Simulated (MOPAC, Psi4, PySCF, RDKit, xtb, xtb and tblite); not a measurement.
Two geometries of C9H8O2, SMILES c1coc(Cc2ccco2)c1, relaxed at GFN2-xTB with one dihedral held; other torsions can differ between them too.

Structure A

```
19

C      2.9211     0.6004     0.9319
C      2.7826    -0.7513     0.9220
O      1.7801    -1.1182     0.1033
C      1.2633     0.0096    -0.4272
C      0.1059    -0.1109    -1.3699
C     -1.0814     0.6289    -0.8427
C     -2.0726     0.2561     0.0160
C     -2.8974     1.3954     0.1881
C     -2.3431     2.3736    -0.5746
O     -1.2433     1.9196    -1.2012
C      1.9286     1.0989     0.0522
H      3.6337     1.1726     1.4897
H      3.3122    -1.5327     1.4293
H      0.3755     0.3069    -2.3432
H     -0.1360    -1.1677    -1.4852
H     -2.2020    -0.7071     0.4653
H     -3.7767     1.4687     0.7945
H     -2.6243     3.3922    -0.7536
H      1.7357     2.1233    -0.1918
```

Structure B

```
19

C      2.9952     0.6332     0.8664
C      2.7559    -0.6946     1.0270
O      1.7063    -1.0796     0.2803
C      1.2571     0.0097    -0.3733
C      0.0754    -0.1267    -1.2896
C     -0.4320    -1.5295    -1.3235
C     -0.1008    -2.5919    -2.1109
C     -0.8901    -3.6790    -1.6609
C     -1.6378    -3.1950    -0.6348
O     -1.3680    -1.8956    -0.4239
C      2.0166     1.0951    -0.0482
H      3.7641     1.2130     1.3341
H      3.2380    -1.4469     1.6185
H     -0.7234     0.5352    -0.9432
H      0.3630     0.1819    -2.2978
H      0.6127    -2.6003    -2.9093
H     -0.8956    -4.6763    -2.0505
H     -2.3708    -3.6528    -0.0007
H      1.8953     2.0946    -0.4124
```

Which is lower in energy at the level B3LYP-D3(BJ)/def2-SVP // GFN2-xTB (Psi4), and by how much?

A is lower, by 5.67 kJ/mol (dihedral O3–C4–C5–C6: 120° in A, 0° in B).

E(B) − E(A) in kJ/mol at the other levels, on the same two geometries: GFN2-xTB (xtb and tblite) 4.70; MMFF94 // GFN2-xTB (RDKit) 16.81; B3LYP/def2-SVP // GFN2-xTB (Psi4) 5.36; PBE/def2-SVP // GFN2-xTB (Psi4) 5.13; PBE-D3(BJ)/def2-SVP // GFN2-xTB (Psi4) 5.35; UFF // GFN2-xTB (RDKit) 2.70; PM7, restricted, heats of formation // GFN2-xTB (MOPAC) 2.67; AM1, restricted, heats of formation // GFN2-xTB (MOPAC) 6.82; GFN1-xTB // GFN2-xTB (xtb) 5.77; restricted B3LYP/6-31G*, spherical d, density fitting // GFN2-xTB (PySCF) 5.73; restricted BP86/6-31G*, spherical d, density fitting // GFN2-xTB (PySCF) 5.60; restricted Hartree-Fock/LANL2DZ, density fitting // GFN2-xTB (PySCF) 7.83; restricted B3LYP/3-21G, density fitting // GFN2-xTB (PySCF) 5.53.
